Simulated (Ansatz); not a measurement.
Species: GeF$_{3}$, charge -1, multiplicity 1. It need not be the lowest isomer of its formula. Whether it binds its extra electron was not tested at this geometry. 
Geometry from a B3LYP-D3(BJ)/def2-TZVP (Ansatz, a quantum-chemistry and plane-wave program) optimisation:
```xyz
4

Ge     0.1248    -0.1534     0.3892
F     -1.0354     1.2625     0.2493
F      1.3465     0.5027    -0.8140
F     -0.7548    -1.2196    -0.8192
```
Charge -1, spin multiplicity 1.

Basis-set convergence of Hartree-Fock and CCSD(T) correlation energies (hartree) with Ansatz. Correlated levels leave the core frozen unless marked. No spin-orbit coupling. The frozen core is the preceding noble-gas configuration, with the filled d and f shells of earlier blocks. No relativistic terms.

```
basis        functions        E(HF)  E(corr, CCSD(T))  rough core time
-----------  ---------  -----------  ----------------  ---------------
aug-cc-pVDZ        105  -2373.87356          -0.75612       under 20 s
aug-cc-pVTZ        197            ?                 ?             60 s
```

### Question
Fill in the missing entries.

### Answer

- aug-cc-pVTZ, E(HF): -2374.02160
- aug-cc-pVTZ, E(corr, CCSD(T)): -0.94129
